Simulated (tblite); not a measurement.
water (H2O), singlet, at a GFN2-xTB geometry; GFN1-xTB run with tblite 0.6.0.

Input for tblite:
```
$ tblite run mol.xyz --method gfn1 --charge 0 --spin 0 --guess eeq --json tblite.json --no-restart

# file mol.xyz
3

O      0.00956971     0.00206403     0.11338892
H     -0.05579359     0.76362201    -0.46612807
H     -0.02076411    -0.78013425    -0.44098332
```

Task: What does tblite print? Leave out banner, timings and long lists.

Result: 
```
xTB calculator
 | screened Coulomb repulsion
 | Coulomb electrostatics
 |  * isotropic Klopman-Ohno-Mataga-Nishimoto electrostatics
 |  * onsite third-order electrostatics
 | DFT-D3(BJ) dispersion correction

halogen bonding energy    0.0000000000000E+00 Eh
repulsion energy          3.7474158808607E-02 Eh
dispersion energy        -1.3757106567931E-04 Eh
number of electrons       8.0000000000000E+00 e
integral cutoff           1.9731147476801E+01 bohr

------------------------------------------------------------
  cycle        total energy    energy error   density error
------------------------------------------------------------
      1     -5.767829018458  -5.8051656E+00   3.2897042E-01
      2     -5.768668918758  -8.3990030E-04   1.9052218E-01
      3     -5.768738226698  -6.9307940E-05   1.4199767E-02
      4     -5.768772547794  -3.4321096E-05   1.4229360E-04
      5     -5.768772551457  -3.6629855E-09   8.7712065E-07
------------------------------------------------------------

electronic energy        -5.8061091392001E+00 Eh
total energy             -5.7687725514572E+00 Eh

Post processing:
 | Mayer-Wiberg bond orders

[Info] JSON dump of results written to 'tblite.json'
```
